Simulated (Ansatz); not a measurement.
# Cost against result

Saddle point of BNH6O2, singlet (BH₃O₂ ([OH][BH][OH]) + NH₃ → BNH₄O₂ ([NH2][B]([OH])[OH]) + H₂; bonds formed: H2–H5; dative contacts that become bonds: B1–N6; bonds broken: B1–H2, H5–N6), PBE0-D4/def2-TZVP structure:

| atom | x (Å) | y (Å) | z (Å) |
| --- | --- | --- | --- |
| B1 | 0.3366 | 0.0304 | -0.1299 |
| H2 | 0.3857 | 0.8874 | 1.1044 |
| O3 | 0.3916 | 0.9176 | -1.2097 |
| O4 | 1.3015 | -0.9595 | -0.0366 |
| H5 | -0.5124 | 0.3337 | 1.1003 |
| N6 | -1.0659 | -0.5297 | 0.3083 |
| H7 | -0.0437 | 1.7559 | -1.0549 |
| H8 | 2.1417 | -0.6558 | -0.3859 |
| H9 | -1.8598 | -0.2723 | -0.2603 |
| H10 | -1.0753 | -1.5075 | 0.5641 |

Barriers are electronic and count from the start structure reached by relaxing down the imaginary mode.

Computed with Ansatz 0.2.0 (basis: as named in each row); correlated methods freeze the cores. B3LYP uses VWN-RPA correlation. Extrapolation: Hartree–Fock as exp(−7.88 √X), correlation as X^−2.97.

Times are rough, for one single point on 4 threads of a shared host (Arm Neoverse V1).

The estimate by CCSD(T) at an estimated basis limit (MP2 extrapolated from triple and quadruple zeta, plus CCSD(T) − MP2 in triple zeta) is 40.27 kcal/mol.

| method | basis | time (s) | barrier (kcal/mol) | method less estimate |
| --- | --- | --- | --- | --- |
| HF | STO-3G | under 1 | 71.68 | 31.42 |
| PBE-D4 | STO-3G | under 1 | 39.30 | -0.97 |
| SPW92 | def2-SVP | under 1 | 25.14 | -15.13 |
| B3LYP-D4 | 6-31G | under 1 | 42.32 | 2.05 |
| PBE-D4 | def2-SVP | under 1 | 29.07 | -11.20 |
| PBE0-D4 | def2-SVP | under 1 | 33.27 | -6.99 |
| SPW92 | def2-TZVPP | under 1 | 28.54 | -11.72 |
| BLYP-D4 | def2-TZVPP | 1 | 34.70 | -5.57 |
| PBE-D4 | def2-TZVPP | 1 | 32.20 | -8.07 |
| BHLYP-D4 | def2-TZVPP | 1 | 41.30 | 1.03 |
| PBE0-D4 | def2-TZVPP | 2 | 35.51 | -4.75 |
| wB97M-V | def2-SVP | 2 | 34.94 | -5.33 |
| r2SCAN-D4 | def2-TZVPP | 3 | 34.43 | -5.84 |
| CCSD(T) | def2-SVP | 3 | 39.84 | -0.43 |
| B2PLYP | def2-TZVPP | 3 | 39.00 | -1.27 |
| r2SCAN0-D4 | def2-TZVPP | 3 | 36.83 | -3.43 |
| PBE-QIDH | def2-TZVPP | 3 | 38.77 | -1.50 |
| RPA on PBE | def2-TZVPP | 3 | 40.48 | 0.21 |
| B3LYP-D4 | def2-TZVPP | 3 | 37.19 | -3.08 |
| CAM-B3LYP-D4 | def2-TZVPP | 4 | 38.34 | -1.92 |
| wB97X-V | def2-TZVPP | 4 | 38.92 | -1.35 |
| wB97M-V | def2-TZVPP | 5 | 38.08 | -2.19 |
| B97M-V | def2-TZVPP | 5 | 35.77 | -4.50 |
| MP2 | def2-QZVPP | 18 | 39.57 | -0.70 |
| CCSD(T) | def2-TZVPP | 58 | 40.48 | 0.21 |

All methods are single points on the PBE0-D4 structures.

The T1 diagnostic stays at or below 0.012.

The step is the kind of exchange with an N–H group that builds nitride films in atomic layer and chemical vapour deposition.

Labels in which every atom is bracketed show which atoms are joined, not bond orders.
